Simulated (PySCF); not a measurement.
H7P3Si.
Geometry (PBE0-D3(BJ)/def2-SVP, Å), atoms numbered from 1 in this order:
```
atom  x, y, z in Å
P1    -1.6609   -1.2168    0.4578
Si2   -0.0473   -0.1294   -0.7050
P3     2.0224   -0.8089   -0.0764
P4    -0.2525    2.1187   -0.5014
H5    -1.0734   -0.8966    1.7216
H6    -1.0190   -2.4920    0.3783
H7    -0.2190   -0.4756   -2.1492
H8     2.6990    0.2606   -0.7431
H9     1.9551   -0.1114    1.1702
H10   -1.6767    2.1232   -0.6330
H11   -0.2917    2.0610    0.9269
```

Jobs on this species (11 atoms, 66 electrons) with PySCF (density fitting). Hardware of each: Arm Neoverse V2, one thread, shared host. Times come from a shared host and carry two figures at best. Peak memory is the resident size of the whole Python process, interpreter and libraries included.

```
level and settings                                     work  basis functions  SCF cycles  wall time  peak memory
    PBE0/def2-TZVP  shieldings, charges and field gradients              190           ?          ?            ?
     BP86/pcSseg-2                               shieldings              270          12       34 s     0.87 GiB
CAM-B3LYP/pcSseg-2                               shieldings              270          12       45 s      1.2 GiB
  LC-wPBE/pcSseg-2                               shieldings              270          12       47 s      1.1 GiB
     OPBE/pcSseg-2                               shieldings              270          14       36 s     0.87 GiB
     BLYP/pcSseg-2                               shieldings              270          12       34 s     0.87 GiB
     WP04/pcSseg-2                               shieldings              270          12       32 s      1.1 GiB
    B97-2/pcSseg-2                               shieldings              270          12       32 s      1.1 GiB
PBE0/6-311+G(2d,p)  shieldings, charges and field gradients              182          12       17 s     0.88 GiB
```

Question: Fill in the missing figures.

Answer: 
- PBE0/def2-TZVP; shieldings, charges and field gradients: 19 s, 0.91 GiB, 12 SCF cycles

Question: What do all jobs in the table cost together?

Answer: About 4.9 min; the longest takes about 16 % of that, and about 2.8 times as long as the shortest.
